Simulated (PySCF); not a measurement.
H3BeBrSi (SMILES [SiH3][Be][Br]), singlet, at a GFN2-xTB geometry (such geometries of metal compounds can be far from the true shape); PBE0/cc-pVDZ, polarisability by finite fields in PySCF.

PySCF was given this input:
```python
from pyscf import gto, scf, dft

mol = gto.M(
    atom='''
Be   -0.381002   -0.148808    0.333470
Br    0.998633    0.379389   -0.951416
Si   -1.888920   -0.717178    1.802844
H    -2.708973   -1.891466    1.483122
H    -2.903067    0.299531    2.107160
H    -1.371222   -1.050955    3.135564
''',
    basis='cc-pvdz',
    charge=0,
    spin=0,
    verbose=4,
)

mf = dft.RKS(mol)
mf.xc = 'pbe0'
mf.conv_tol = 1e-6
mf.kernel()
h0, z, done = mf.get_hcore(), mol.intor('int1e_r')[2], []
def energy(F):
    f = mf.copy()
    f.scf_summary = {}
    f.get_hcore = lambda *a: h0 + F * z
    e = f.kernel(mf.make_rdm1())
    done.append(f.converged)
    return e
F = 2e-4
alpha = -(energy(F) + energy(-F) - 2 * mf.e_tot) / F**2
print('alpha_zz =', alpha)
```

Output, abridged:

```
PySCF version 2.14.0

[INPUT] verbose = 4
[INPUT] num. atoms = 6
[INPUT] num. electrons = 56
[INPUT] charge = 0
[INPUT] spin (= nelec alpha-beta = 2S) = 0
[INPUT] symmetry False subgroup None
[INPUT] Mole.unit = angstrom
[INPUT] Symbol           X                Y                Z      unit          X                Y                Z       unit  Magmom
[INPUT]  1 Be    -0.381002000000  -0.148808000000   0.333470000000 AA   -0.719989432912  -0.281206365144   0.630166970759 Bohr   0.0
[INPUT]  2 Br     0.998633000000   0.379389000000  -0.951416000000 AA    1.887142868953   0.716941304673  -1.797915670529 Bohr   0.0
[INPUT]  3 Si    -1.888920000000  -0.717178000000   1.802844000000 AA   -3.569541471213  -1.355270002563   3.406881405315 Bohr   0.0
[INPUT]  4 H     -2.708973000000  -1.891466000000   1.483122000000 AA   -5.119217048841  -3.574352713927   2.802694389317 Bohr   0.0
[INPUT]  5 H     -2.903067000000   0.299531000000   2.107160000000 AA   -5.486001551263   0.566031555817   3.981955300639 Bohr   0.0
[INPUT]  6 H     -1.371222000000  -1.050955000000   3.135564000000 AA   -2.591234035978  -1.986017119242   5.925357206046 Bohr   0.0

nuclear repulsion = 143.161773272303
number of shells = 25
number of NR pGTOs = 165
number of NR cGTOs = 74
basis = cc-pvdz
ecp = {}

******** <class 'pyscf.dft.rks.RKS'> ********
method = RKS
initial guess = minao
damping factor = 0
level_shift factor = 0
DIIS = <class 'pyscf.scf.diis.CDIIS'>
diis_start_cycle = 1
diis_space = 8
diis_damp = 0
SCF conv_tol = 1e-06
SCF conv_tol_grad = None
SCF max_cycles = 50
direct_scf = True
direct_scf_tol = 1e-13
XC library pyscf.dft.libxc version 7.1.2
    S. Lehtola, C. Steigemann, M. J. T. Oliveira, and M. A. L. Marques,  SoftwareX 7, 1–5 (2018)
XC functionals = pbe0
    C. Adamo and V. Barone,  J. Chem. Phys. 110, 6158 (1999)
    M. Ernzerhof and G. E. Scuseria,  J. Chem. Phys. 110, 5029 (1999)
radial grids:
    Treutler-Ahlrichs [JCP 102, 346 (1995); DOI:10.1063/1.469408] (M4) radial grids

becke partition: Becke, JCP 88, 2547 (1988); DOI:10.1063/1.454033
pruning grids: <function nwchem_prune>
grids dens level: 3
symmetrized grids: False
atomic radii adjust function: <function treutler_atomic_radii_adjust>
small_rho_cutoff = 0
Set gradient conv threshold to 0.001
Initial guess from minao.
tot grids = 82752
init E= -2878.76693639401
  HOMO = -0.32118520125369  LUMO = -0.0717846480759091  gap/eV = 6.78653
cycle= 1 E= -2879.75803189005  delta_E= -0.991  |g|= 0.153  |ddm|= 1.88
  HOMO = -0.309284770907869  LUMO = -0.0599959912431223  gap/eV = 6.78349
cycle= 2 E= -2879.75854426873  delta_E= -0.000512  |g|= 0.164  |ddm|= 0.361
  HOMO = -0.30914708385152  LUMO = -0.046774764944588  gap/eV = 7.13951
cycle= 3 E= -2879.7684211474  delta_E= -0.00988  |g|= 0.0173  |ddm|= 0.186
  HOMO = -0.312013142522899  LUMO = -0.0486787330473327  gap/eV = 7.16569
cycle= 4 E= -2879.76852253655  delta_E= -0.000101  |g|= 0.00487  |ddm|= 0.0207
  HOMO = -0.311766148245975  LUMO = -0.0484743843213308  gap/eV = 7.16453
cycle= 5 E= -2879.7685311035  delta_E= -8.57e-06  |g|= 0.000653  |ddm|= 0.00563
  HOMO = -0.311786961853366  LUMO = -0.0485158429407591  gap/eV = 7.16397
cycle= 6 E= -2879.76853126984  delta_E= -1.66e-07  |g|= 0.000111  |ddm|= 0.000875
  HOMO = -0.311789306625161  LUMO = -0.0484964256735306  gap/eV = 7.16456
Extra cycle  E= -2879.7685312724  delta_E= -2.56e-09  |g|= 7.83e-05  |ddm|= 0.000229
converged SCF energy = -2879.7685312724

******** <class 'pyscf.dft.rks.RKS'> ********
method = RKS
initial guess = minao
damping factor = 0
level_shift factor = 0
DIIS = <class 'pyscf.scf.diis.CDIIS'>
diis_start_cycle = 1
diis_space = 8
diis_damp = 0
SCF conv_tol = 1e-06
SCF conv_tol_grad = None
SCF max_cycles = 50
direct_scf = True
direct_scf_tol = 1e-13
XC library pyscf.dft.libxc version 7.1.2
    S. Lehtola, C. Steigemann, M. J. T. Oliveira, and M. A. L. Marques,  SoftwareX 7, 1–5 (2018)
XC functionals = pbe0
    C. Adamo and V. Barone,  J. Chem. Phys. 110, 6158 (1999)
    M. Ernzerhof and G. E. Scuseria,  J. Chem. Phys. 110, 5029 (1999)
radial grids:
    Treutler-Ahlrichs [JCP 102, 346 (1995); DOI:10.1063/1.469408] (M4) radial grids

becke partition: Becke, JCP 88, 2547 (1988); DOI:10.1063/1.454033
pruning grids: <function nwchem_prune>
grids dens level: 3
symmetrized grids: False
atomic radii adjust function: <function treutler_atomic_radii_adjust>
small_rho_cutoff = 0
Overwritten attributes  get_hcore  of <class 'pyscf.dft.rks.RKS'>
Set gradient conv threshold to 0.001
init E= -2879.76850951438
  HOMO = -0.311319885641088  LUMO = -0.0482912381727  gap/eV = 7.15737
cycle= 1 E= -2879.76851042029  delta_E= -9.06e-07  |g|= 0.000909  |ddm|= 0.00451
  HOMO = -0.311395884986557  LUMO = -0.0482792240070514  gap/eV = 7.15977
Extra cycle  E= -2879.76851053145  delta_E= -1.11e-07  |g|= 0.000791  |ddm|= 0.00179
converged SCF energy = -2879.76851053145

******** <class 'pyscf.dft.rks.RKS'> ********
method = RKS
initial guess = minao
damping factor = 0
level_shift factor = 0
DIIS = <class 'pyscf.scf.diis.CDIIS'>
diis_start_cycle = 1
diis_space = 8
diis_damp = 0
SCF conv_tol = 1e-06
SCF conv_tol_grad = None
SCF max_cycles = 50
direct_scf = True
direct_scf_tol = 1e-13
XC library pyscf.dft.libxc version 7.1.2
    S. Lehtola, C. Steigemann, M. J. T. Oliveira, and M. A. L. Marques,  SoftwareX 7, 1–5 (2018)
XC functionals = pbe0
    C. Adamo and V. Barone,  J. Chem. Phys. 110, 6158 (1999)
    M. Ernzerhof and G. E. Scuseria,  J. Chem. Phys. 110, 5029 (1999)
radial grids:
    Treutler-Ahlrichs [JCP 102, 346 (1995); DOI:10.1063/1.469408] (M4) radial grids

becke partition: Becke, JCP 88, 2547 (1988); DOI:10.1063/1.454033
pruning grids: <function nwchem_prune>
grids dens level: 3
symmetrized grids: False
atomic radii adjust function: <function treutler_atomic_radii_adjust>
small_rho_cutoff = 0
Set gradient conv threshold to 0.001
init E= -2879.76855303044
  HOMO = -0.312252270465504  LUMO = -0.0487261151856542  gap/eV = 7.17091
cycle= 1 E= -2879.76855391613  delta_E= -8.86e-07  |g|= 0.00091  |ddm|= 0.00449
  HOMO = -0.312179060216517  LUMO = -0.0487195853241779  gap/eV = 7.16910
Extra cycle  E= -2879.76855401753  delta_E= -1.01e-07  |g|= 0.000802  |ddm|= 0.00179
converged SCF energy = -2879.76855401753
alpha_zz = 50.10467702959431
```
